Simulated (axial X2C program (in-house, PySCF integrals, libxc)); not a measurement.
# Potential curves of InO⁻, with spin–orbit coupling

Calculated with an in-house relativistic program for diatomic molecules. Two-component (2c) means X2C with spin–orbit coupling and atomic mean-field two-electron Coulomb and Gaunt terms. Basis: In dyall-acv3z [12s13p10d5f1g], O dyall-av3z [7s6p3d2f] (cores contracted in-house); Gaussian nuclei, density fitting, unrestricted open shells. Masses: In 114.904 u, O 15.995 u.

State: Ω = 0 (closed shell). Energies in eV from the fragments at the same level (In + O-). Fits are polynomials in 1 − R0/R over 0.85 to 1.23 times the lowest point R0.

| R (Å) | CCSD(T) | CCSD |
| --- | --- | --- |
| 1.7454 | -3.6242 | -3.3871 |
| 1.8029 | -3.9861 | -3.7255 |
| 1.8605 | -4.1958 | -3.9103 |
| 1.9180 | -4.2892 | -3.9774 |
| 1.9851 | -4.2897 | -3.9455 |
| 2.0523 | -4.2056 | -3.8275 |
| 2.1386 | -4.0144 | -3.5909 |

Correlated methods: 10 electrons correlated (number of frozen shells: In 4 s, 3 p, 2 d; O 1 s), 290 virtual spin orbitals or spinors in MP2, 90 natural virtuals in coupled cluster.

Occupations by symmetry block were frozen at the best pattern of an incomplete PBE0 search. Closed shells are restricted here (equal orbitals for both partners); the stretched side of such a curve lies too high. De is counted from the lowest determinant-based energies of the atoms at the same level, without counterpoise correction. CCSD and (T) use frozen natural virtuals with an MP2 correction for the truncation; (T) itself is uncorrected, so its De runs slightly low. The T1 diagnostic is large, a sign of multireference character. With the outer-core shells frozen, correlated bond lengths of heavy atoms tend to come out a few hundredths of an ångström too long. Coupled cluster ran on the points near the minimum only. MP2 and coupled cluster on one determinant become unreliable at the stretched end.

Problem. What are Re, ωe and De at the CCSD(T) level?

Solution. At CCSD(T), 2c: Re = 1.951 Å, ωe ≈ 655 cm⁻¹, De = 4.30 eV to In + O-; Be follows as 0.315 cm⁻¹.

Problem. What are Re, ωe and De at the CCSD level?

Solution. At CCSD, 2c: Re = 1.931 Å, ωe ≈ 696 cm⁻¹, De = 3.98 eV to In + O-; Be follows as 0.322 cm⁻¹.
